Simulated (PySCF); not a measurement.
Members of one family of related compounds. The calculation used PySCF, TDDFT CAM-B3LYP/def2-SVPD, vertical, gas phase, core orbitals frozen in the response. Geometries: GFN2-xTB; one conformer of each isolated species. Triplets are in the Tamm–Dancoff approximation. 'Strongest' means the level of largest summed f among the lowest 8 singlets; it needn't be the same kind of state in each.

Problem. Rank by computed LUMO energy, highest first.
A. `O=C=C(CCl)CC[SiH3]`
B. `O=C=C(Cl)CCO[SiH3]`
C. `O=C=C(Cl)CC(=O)[SiH3]`
D. `[SiH3]CCC(Cl)=C=S`
E. `O=C=C(Cl)C[SiH2][SiH3]`

Solution. A (-0.12 eV), B (-0.47 eV), E (-0.88 eV), C (-1.28 eV), D (-1.73 eV).

```csv
SMILES,LUMO (eV),T1 (eV),α (au),gap (eV),HOMO (eV),strongest (eV),S1 mainly
O=C=C(CCl)CC[SiH3],-0.12,3.18,105.3,8.09,-8.22,6.39,H→L (95%)
O=C=C(Cl)CCO[SiH3],-0.47,2.52,92.7,7.37,-7.84,7.05,H→L (97%)
O=C=C(Cl)C[SiH2][SiH3],-0.88,2.27,110.4,7.06,-7.93,6.92,H→L (96%)
O=C=C(Cl)CC(=O)[SiH3],-1.28,2.37,92.2,7.07,-8.35,6.74,H→L (78%)
[SiH3]CCC(Cl)=C=S,-1.73,1.51,115.8,5.94,-7.67,6.63,H→L (99%)
```

H and L stand for HOMO and LUMO.
